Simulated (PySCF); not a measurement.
How methods differ on the ionisation energy of Ge⁺

Ge⁺ [Ar] 3d10 4s2 4p1 (2P) → Ge²⁺ [Ar] 3d10 4s2 (1S), as a difference of total energies. All numbers are calculated (PySCF 2.14, a scalar-relativistic core potential, in aug-cc-pVQZ-PP with ECP10MDF). Correlated levels: valence: 3s2 3p6 3d10 frozen. The calculations carry no spin-orbit coupling.

```json
{"method": "UHF", "ionisation energy (eV)": "15.255"}
{"method": "MP2 (valence)", "ionisation energy (eV)": "15.521"}
{"method": "SCS-MP2 (valence)", "ionisation energy (eV)": "15.511"}
{"method": "CCSD (valence)", "ionisation energy (eV)": "15.582"}
{"method": "CCSD(T) (valence)", "ionisation energy (eV)": "15.605"}
```

Question: How much does correlation contribute at CCSD(T) (valence)?

Answer: 15.605 − (15.255) = 0.350 eV, measured against UHF.

Errors of the correlated levels include the incompleteness of this basis and the frozen core.

For comparison: 15.789 eV (measured; NIST levels, between the centres of gravity of the two terms).
